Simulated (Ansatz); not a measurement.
Ideal-gas functions of ClF$_{2}$H$_{2}$NTi, SMILES `[NH2][Ti]([F])([F])[Cl]` at 298.15 K and 1 bar, from an Ansatz frequency run at PBE0-D4/def2-TZVP.

Molar mass 137.34 g/mol, point group Cs (symmetry number 1), electronic degeneracy 1, moments of inertia 157.978, 249.907, 259.371 u Å². Harmonic wavenumbers (cm⁻¹, unscaled): 123, 162, 180, 194, 198, 242, 436, 470, 528, 728, 772, 807, 1516, 3555, 3662.

Use S(trans) = R[1.5 ln M + 2.5 ln T − 1.1517]; rotational temperatures θ = 24.2544 K / I; S(rot) = R[ln(√π/σ · √(T³/θAθBθC)) + 1.5]; for each mode x = 1.438777 ν̃/T, S = R[x/(eˣ − 1) − ln(1 − e⁻ˣ)] and H = RT x/(eˣ − 1); 1 cm⁻¹ = 0.0119627 kJ/mol; R = 8.31446 J/(mol·K).

By hand: the entropy, in J/(mol·K).

Translation 170.2. Rotation: θ = 0.1535, 0.0971, 0.0935 K, giving 115.6. Vibration, mode by mode: 12.77, 10.57, 9.74, 9.16, 9.00, 7.48, 3.51, 3.09, 2.48, 1.15, 0.97, 0.84, 0.05, 0.00, 0.00, in all 70.8. Electronic 0.0. Sum 356.6 J/(mol·K).

By hand: H − E and G − E in kJ/mol, counted from the electronic energy.

Zero-point energy ½ × 13573 × 0.0119627 = 81.2; thermal vibration 11.9; translation, rotation and pV give 4 RT = 9.9. H − E = 103.0 kJ/mol, and G − E = 103.0 − 298.15 × 356.6/1000 = -3.3 kJ/mol.

Vibration gives 20 % of the entropy, 12.8 J/(mol·K) of it from the mode under 150 cm⁻¹: soft modes count most, and the harmonic formula is weakest for them. The sum counts one conformer and one mirror image; others add a mixing term.
